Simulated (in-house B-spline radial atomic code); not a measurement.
Checks on a self-consistent run for Hg4+, [Xe] 4f14 5d8. Computed with a B-spline radial code for spherical atoms: Dirac-Hartree-Fock, average of configuration, Fermi nucleus of rms radius 5.4648 fm.

```csv
orbital,q,ε (Eh),<1/r>,<r²>,small-component weight
1s1/2,2,-3076.12764,97.4979,0.000380886,0.092549
2s1/2,2,-552.14604,24.0262,0.00573526,0.021278
2p1/2,2,-528.75010,23.9386,0.00406441,0.02132
2p3/2,4,-457.05240,19.4012,0.0052464,0.018896
3s1/2,2,-135.00177,8.82984,0.0371239,0.0071429
3p1/2,2,-124.52926,8.72831,0.0339081,0.0070723
3p3/2,4,-108.43532,7.55037,0.0402426,0.0063808
3d3/2,4,-91.32701,7.42927,0.0309154,0.0062365
3d5/2,6,-87.91079,7.16225,0.0326411,0.0060476
4s1/2,2,-32.53146,3.71998,0.179777,0.002403
4p1/2,2,-28.00902,3.60854,0.183466,0.0023085
4p3/2,4,-24.07406,3.21952,0.213989,0.0020654
4d3/2,4,-16.67957,3.01283,0.225566,0.0018583
4d5/2,6,-15.93647,2.91987,0.236605,0.0017893
5s1/2,2,-6.94516,1.49524,0.927659,0.00059062
5p1/2,2,-5.36075,1.38124,1.06827,0.00051786
5p3/2,4,-4.65046,1.24613,1.25848,0.0004466
4f5/2,6,-6.35592,2.55928,0.272136,0.0014203
4f7/2,8,-6.19519,2.52337,0.279493,0.0013918
5d3/2,3.2,-2.42440,0.992153,1.95992,0.00029556
5d5/2,4.8,-2.34130,0.958663,2.07955,0.00027814
```

Electron-electron repulsion V_ee = 7127.4655 hartree.

Problem. What total energy follows from the eigenvalues?

Solution. The eigenvalues count the repulsion twice, so E = Σqε - V_ee = -12517.455 - 7127.466 = -19644.920 hartree; the run printed -19644.920.

Problem. Does the Dirac virial theorem hold?

Solution. For a point nucleus E = -2c²Σq·w, with w the small-component weight. Here Σq·w = 0.52286 and c = 137.0360, so the ratio E/(-2c²Σq·w) is 1.000391; the finite nucleus accounts for the departure from 1.

Problem. What diamagnetic shielding (Lamb formula) and susceptibility (Langevin formula) do the radii give?

Solution. σ = (α²/3)Σq<1/r> = 617.701/(3·137.036²) = 10964 ppm, and χ = -0.79199×10⁻⁶·Σq<r²> = -26.7×10⁻⁶ cm³/mol with Σq<r²> = 33.716 bohr². Both are non-relativistic formulas without the paramagnetism of open shells; for so heavy an element the full relativistic shielding is larger by tens of per cent.
